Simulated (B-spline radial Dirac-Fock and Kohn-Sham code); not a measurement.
Compton profile of Mn²⁴⁺

System: Mn²⁴⁺, configuration 1s1.

Method: the impulse approximation on relativistic Hartree-Fock (Dirac-Fock) wave functions, averaged over the configuration. Computed with a radial finite-basis atomic code. pz is in atomic units of momentum; subshell profiles are per electron, for a selection of subshells; open shells are spread over both j values by their weights.

```
  pz    J total   J 1s1/2
   0    0.03349    0.0335
0.75    0.03340    0.0334
   1    0.03333    0.0333
 1.5    0.03313    0.0331
   2    0.03286    0.0329
 2.8    0.03228    0.0323
   4    0.03108    0.0311
 5.6    0.02899    0.0290
 7.8    0.02547    0.0255
  11    0.01989    0.0199
  15    0.01355    0.0135
  21   0.006965   0.00696
  30   0.002440   0.00244
  41  0.0007311  0.000731
  58  0.0001501  0.000150
```

J(0) = 0.03349. The 1s1/2 subshell gives the largest part, 100 %.

Mean momentum ⟨p⟩ by subshell (a.u.): 1s1/2 21.7.
